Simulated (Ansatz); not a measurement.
Cost and result for the atomization energy of `CBNCO` (13 atoms, 12 bonds).

Cartesian coordinates in Å:
```
C 0.306 -1.036 -1.895
B 0.353 -0.690 -0.368
N -0.477 0.275 0.202
C -0.497 0.676 1.580
O -0.065 1.999 1.770
H 1.291 -0.888 -2.351
H -0.422 -0.454 -2.467
H 0.075 -2.097 -2.037
H 1.115 -1.250 0.376
H -1.124 0.792 -0.377
H -1.514 0.650 1.979
H 0.119 -0.039 2.136
H 0.840 2.061 1.452
```

Total charge 0; spin multiplicity 1. All single points use the PBE0-D4/def2-TZVP geometry. It is one conformer, not always the lowest. Program: Ansatz. All runs use 4 threads of an Arm Neoverse V2 on a shared host. Times are those of one run each, without the atoms' runs, and a repeat can differ threefold. Electronic energies, without spin–orbit coupling; frozen cores. CCSD(T)/CBS adds CCSD(T) − MP2 in def2-TZVPP to the MP2 limit, and its time is that of the two runs behind it. T1 = 0.012. B3LYP takes the VWN-RPA correlation (the form of Gaussian; ORCA's B3LYP/G).

CCSD(T)/CBS is a level of theory with its own doubt, some kJ/mol a heavy atom from the limit and from the frozen cores, so smaller differences don't rank the functionals.

| level | functions | wall time |
| --- | --- | --- |
| PBE0-D4/def2-TZVPP | 267 | 2.1 s |
| PBE-D4/def2-TZVPP (with forces) | 267 | 2.3 s |
| B3LYP-D4/def2-TZVPP (with forces) | 267 | 3.9 s |
| r2SCAN-D4/def2-TZVPP (with forces) | 267 | 4.1 s |
| B2PLYP/def2-TZVPP | 267 | 4.2 s |
| ωB97X-V/def2-TZVPP | 267 | 6 s |
| ωB97M-V/def2-TZVPP (with forces) | 267 | 8.5 s |
| MP2/def2-QZVPP | 525 | 21 s |
| CCSD(T)/def2-TZVPP | 267 | 2.7 min |
| CCSD(T)/CBS(def2) | – | 3 min |

Question: What atomization energy does each give, and how far from CCSD(T)/CBS? (Best estimate.)

Answer: Ansatz gave: 
```
                             level  atomization (kcal/mol)  difference from CCSD(T)/CBS  per bond
                PBE0-D4/def2-TZVPP                  1203.6                          7.0       0.6
   PBE-D4/def2-TZVPP (with forces)                  1225.2                         28.6       2.4
 B3LYP-D4/def2-TZVPP (with forces)                  1202.8                          6.2       0.5
r2SCAN-D4/def2-TZVPP (with forces)                  1200.5                          3.9       0.3
                 B2PLYP/def2-TZVPP                  1189.4                         -7.2      -0.6
                ωB97X-V/def2-TZVPP                  1201.0                          4.4       0.4
  ωB97M-V/def2-TZVPP (with forces)                  1204.1                          7.5       0.6
                    MP2/def2-QZVPP                  1201.5                          4.9       0.4
                CCSD(T)/def2-TZVPP                  1167.2                        -29.4      -2.4
                 CCSD(T)/CBS(def2)                  1196.6                          0.0       0.0
```

From PBE to PBE0 (25 % exact exchange), in def2-TZVPP and without D4, the atomization energy moves by −20.9 kcal/mol: exact exchange takes away binding that semilocal exchange gives to molecules. In def2-TZVPP, CCSD(T) changes the Hartree–Fock value by +291.9 kcal/mol (the triples alone add +16.0 kcal/mol) and MP2 by +308.9 kcal/mol; breaking electron pairs costs correlation energy, which Hartree–Fock lacks. The D4 term adds +7.4 kcal/mol with B3LYP and +3.9 kcal/mol with PBE0; it sums over pairs of atoms, weighted by their polarisabilities, and B3LYP, whose exchange is more repulsive, gets the larger term.
